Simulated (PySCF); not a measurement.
# Multinuclear NMR of C$_{8}$H$_{12}$Si

Geometry:
```json
{"atom": "C1", "x (Å)": "-2.882", "y (Å)": "-1.183", "z (Å)": "0.000"}
{"atom": "C2", "x (Å)": "-2.253", "y (Å)": "0.076", "z (Å)": "-0.605"}
{"atom": "C3", "x (Å)": "-2.880", "y (Å)": "1.342", "z (Å)": "-0.014"}
{"atom": "C4", "x (Å)": "-0.819", "y (Å)": "0.074", "z (Å)": "-0.372"}
{"atom": "C5", "x (Å)": "0.368", "y (Å)": "0.086", "z (Å)": "-0.166"}
{"atom": "C6", "x (Å)": "1.738", "y (Å)": "0.029", "z (Å)": "0.103"}
{"atom": "C7", "x (Å)": "2.746", "y (Å)": "0.798", "z (Å)": "-0.349"}
{"atom": "C8", "x (Å)": "3.990", "y (Å)": "0.244", "z (Å)": "0.289"}
{"atom": "Si9", "x (Å)": "2.878", "y (Å)": "-1.069", "z (Å)": "1.158"}
{"atom": "H10", "x (Å)": "-3.952", "y (Å)": "-1.202", "z (Å)": "-0.199"}
{"atom": "H11", "x (Å)": "-2.727", "y (Å)": "-1.200", "z (Å)": "1.077"}
{"atom": "H12", "x (Å)": "-2.431", "y (Å)": "-2.076", "z (Å)": "-0.426"}
{"atom": "H13", "x (Å)": "-2.424", "y (Å)": "0.071", "z (Å)": "-1.690"}
{"atom": "H14", "x (Å)": "-2.725", "y (Å)": "1.371", "z (Å)": "1.063"}
{"atom": "H15", "x (Å)": "-2.427", "y (Å)": "2.230", "z (Å)": "-0.449"}
{"atom": "H16", "x (Å)": "-3.950", "y (Å)": "1.361", "z (Å)": "-0.213"}
{"atom": "H17", "x (Å)": "2.705", "y (Å)": "1.638", "z (Å)": "-1.025"}
{"atom": "H18", "x (Å)": "4.505", "y (Å)": "0.965", "z (Å)": "0.924"}
{"atom": "H19", "x (Å)": "4.718", "y (Å)": "-0.120", "z (Å)": "-0.437"}
{"atom": "H20", "x (Å)": "3.054", "y (Å)": "-2.455", "z (Å)": "0.728"}
{"atom": "H21", "x (Å)": "2.759", "y (Å)": "-0.961", "z (Å)": "2.612"}
```

Calculated, not measured (PySCF 2.14): shielding tensors at PBE0/pcSseg-1 (GIAO), structure optimised with GFN2-xTB. Equivalent nuclei averaged, no solvent model, a single conformation, non-relativistic Hamiltonian.

Q: Where does 29Si resonate?

A: 
```json
{"atoms": "Si9", "environment": "silicon bonded to 2 C, 2 H, in a 4-membered ring", "σ (ppm)": "384.8", "δ (ppm)": "-36.4"}
```

Shieldings were converted by a linear fit to measured shifts: 29Si: δ = 279.94 − 0.822σ (rms 8.9 ppm, 72 shifts, 25.8 ppm with the 6 outliers that the fit left out vs TMS, solution or neat liquid). A few per cent of atoms miss by over 2 rms, more outside the fitted compound classes.

On a 500 MHz spectrometer 29Si resonates near 99.3 MHz, so 1 ppm is 99.3 Hz.
